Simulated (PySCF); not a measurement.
**NdB: energy against distance**

Set-up: PySCF, spin-free X2C with a Gaussian nucleus, basis sets Nd x2c-SVPall, B x2c-SVPall. Energies in eV from Nd (4f4 6s2) + B in their ground configurations at the same level. State: octet, about 3.7 electrons in the 4f shell (Mulliken), real f orbitals that mix terms.

```json
{"R (Å)": "2.013", "r²SCAN": "-1.778", "HSE06": "-1.268"}
{"R (Å)": "2.107", "r²SCAN": "-2.155", "HSE06": "-1.595"}
{"R (Å)": "2.200", "r²SCAN": "-2.378", "HSE06": "-1.772"}
{"R (Å)": "2.271", "r²SCAN": "-2.464", "HSE06": "-1.836"}
{"R (Å)": "2.341", "r²SCAN": "-2.497", "HSE06": "-1.853"}
{"R (Å)": "2.411", "r²SCAN": "-2.486", "HSE06": "-1.833"}
{"R (Å)": "2.505", "r²SCAN": "-2.418", "HSE06": "-1.763"}
{"R (Å)": "2.622", "r²SCAN": "-2.274", "HSE06": "-1.629"}
{"R (Å)": "2.762", "r²SCAN": "-2.047", "HSE06": "-1.427"}
{"R (Å)": "2.950", "r²SCAN": "-1.705", "HSE06": "-1.116"}
```

**Question.** Put a parabola through the three lowest points of the r²SCAN curve and estimate Re, k and ωe (reduced mass 10.22 u; 1 eV/Å² = 0.16022 mdyn/Å; ωe = 1302.8·√(k/μ) cm⁻¹).

**Answer.** Through R = 2.271, 2.341, 2.411 Å the second-order coefficient is 4.49 eV/Å², so Re ≈ 2.359 Å, k ≈ 1.44 mdyn/Å and ωe ≈ 489 cm⁻¹. A polynomial fit of higher order to the unrounded r²SCAN energies gives Re = 2.356 Å, k = 1.35 mdyn/Å, ωe = 473 cm⁻¹; anharmonicity and rounding make the difference.

The higher-order fit for each curve: r²SCAN: Re = 2.356 Å, ωe = 473 cm⁻¹, De = 2.50 eV; HSE06: Re = 2.336 Å, ωe = 452 cm⁻¹, De = 1.85 eV.

Spin–orbit coupling is left out, which matters for elements this heavy, above all for dissociation energies. With d or f electrons several states lie close, and the lowest PBE0 determinant need not be the measured ground state.
